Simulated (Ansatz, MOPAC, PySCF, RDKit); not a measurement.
Complex: CH4 (SMILES C) (first 5 atoms) with CH3Cl (SMILES CCl); geometry from B3LYP-D3(BJ)/def2-TZVP.
(charge 0, multiplicity 1):
```csv
atom,x (Å),y (Å),z (Å)
C,-0.0214,0.0355,-0.0952
H,0.4119,0.5722,0.7471
H,-1.1086,0.0795,-0.0370
H,0.3077,0.4917,-1.0277
H,0.3016,-1.0049,-0.0701
C,-0.8227,-0.5867,3.4184
Cl,0.4348,0.6356,3.8003
H,-1.1411,-1.0486,4.3478
H,-1.6539,-0.0813,2.9367
H,-0.3892,-1.3245,2.7509
```

Interaction energies are E(AB) − E(A) − E(B) at the monomers' geometry in the complex; basis-set methods are counterpoise corrected. Rows marked so take none. RDKit's UFF carries no charges.

Cores are frozen in the correlated methods. CBS: X⁻³ extrapolation of the correlation energy, Hartree–Fock from the larger set. Rows in 3-21G, 6-31G* carry no dispersion term and start afresh at each structure (6-31G* with six Cartesian d functions). The state that PM6 reach isn't checked.

Run with Ansatz (a quantum-chemistry and plane-wave program) with Gaussian orbitals; MOPAC for PM6 (differences of heats of formation); PySCF for 3-21G rows, 6-31G* rows; RDKit for the force fields. Values without a source in brackets are computed.

The comparison value is -1.06 kcal/mol (CCSD(T)/CBS(aug-cc-pV(D+d)Z, aug-cc-pV(T+d)Z)). It is a level with limits of its own, not the exact answer.

Order these levels by how close they come to the comparison value for the interaction energy, closest first: PM6, UFF, HF/6-31G* (no counterpoise), HF/3-21G (no counterpoise). Give each level's value less the comparison value.

UFF (0.08 kcal/mol), PM6 (0.55 kcal/mol), HF/3-21G (no counterpoise) (0.91 kcal/mol), HF/6-31G* (no counterpoise) (1.47 kcal/mol)
